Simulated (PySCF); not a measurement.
Cd(I)2 anion (CdI2), SMILES [I][Cd][I] (connectivity only; charge and spin as stated), charge -1, multiplicity 2.

The structure is a stationary point at PBE-D3(BJ)/def2-SVPD. The spin state was assumed, not searched. The isomer is the one that the SMILES or the coordinates give; other isomers of the formula were not compared. The def2 effective core potentials stand for the cores of Cd, I; spin–orbit coupling is left out.

The numbers are results of r2SCAN/def2-TZVPD (PySCF), not measurements.

Gas-phase values at a fixed geometry.

```yaml
total_energy: -763.65378 hartree
point_group: C2v
"α spin, highest occupied and lowest empty level": -0.63 and 2.40 eV
"β spin, highest occupied and lowest empty level": -2.24 and 0.47 eV
dipole_moment_about_the_centre_of_nuclear_charge: 1.34 D
mean_static_polarisability: 160.7 bohr³ (23.82 Å³)
polarisability_principal_values: 116.1, 137.0, 229.1 bohr³
"⟨S²⟩": 0.755 (pure state 0.75)
```
